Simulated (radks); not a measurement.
Values are calculated unless marked as measured or tabulated.
All-electron atom: Ho3.25+ in [Kr] 4d10 4f(up 5, down 5) 5p6 5s(up 1, down 0.75) (fractional occupations, a model configuration).

Level of theory: scalar-relativistic Kohn-Sham, BLYP, spin-polarised, spherical densities, point nucleus (a radial shooting solver on a logarithmic mesh with Libxc functionals).

Energy parts (hartree):
| part | energy |
|---|---|
| total | -12614.8319 |
| kinetic | 13645.1528 |
| electron-nucleus | -30830.1827 |
| Hartree | 4840.1129 |
| exchange-correlation | -269.9149 |

Orbitals (lengths in bohr, moments of r in powers of bohr):
orbital	occ.	eigenvalue (hartree)	<r^2>
1s up	1	-2041.208	0.0005880
1s down	1	-2041.207	0.0005880
2s up	1	-342.5624	0.009167
2s down	1	-342.5617	0.009167
2p up	3	-303.6241	0.007440
2p down	3	-303.6235	0.007440
3s up	1	-77.57749	0.06038
3s down	1	-77.57678	0.06038
3p up	3	-65.68211	0.06072
3p down	3	-65.68138	0.06072
3d up	5	-50.59328	0.05072
3d down	5	-50.59256	0.05072
4s up	1	-16.41502	0.3033
4s down	1	-16.41368	0.3033
4p up	3	-12.49700	0.3434
4p down	3	-12.49551	0.3434
4d up	5	-7.20642	0.4104
4d down	5	-7.20439	0.4102
4f up	5	-1.43648	0.7903
4f down	5	-1.43260	0.7889
5s up	1	-3.08705	1.744
5s down	0.75	-3.07839	1.745
5p up	3	-2.13698	2.365
5p down	3	-2.12928	2.371

The highest occupied level is 4f down at -38.983 eV. The density falls to 0.001 e/bohr^3 at r = 3.14 bohr.
